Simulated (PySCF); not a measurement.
PySCF input:

```python
from pyscf import gto, scf, dft

mol = gto.M(
    atom='''
    C     0.03298780    0.00617551   -0.64515009
    N    -0.03068425   -0.00588839    0.58046353
    H     0.91618859    0.29402212   -1.22721340
    H    -0.89932567   -0.28985645    1.03486925
    ''',
    basis='def2-tzvpd',
    charge=0,
    spin=1,
    verbose=4,
)

mf = dft.UKS(mol, xc='pw6b95').density_fit(auxbasis='def2-universal-jkfit')
mf.grids.level = 3
mf.conv_tol = 1e-9
mf.max_cycle = 100
mf.max_memory = 1500
mf.kernel()
if not mf.converged:
    mf = mf.newton()
    mf.kernel(mf.make_rdm1())
for _ in range(2):
    mo, _, stable, _ = mf.stability(return_status=True)
    if stable:
        break
    mf.kernel(mf.make_rdm1(mo, mf.mo_occ))
mf.analyze()
```

**Question.** Which total energy does the run end on?

**Answer.** -94.11966 Eh (PW6B95/def2-TZVPD).

It need not be the lowest isomer of its formula.
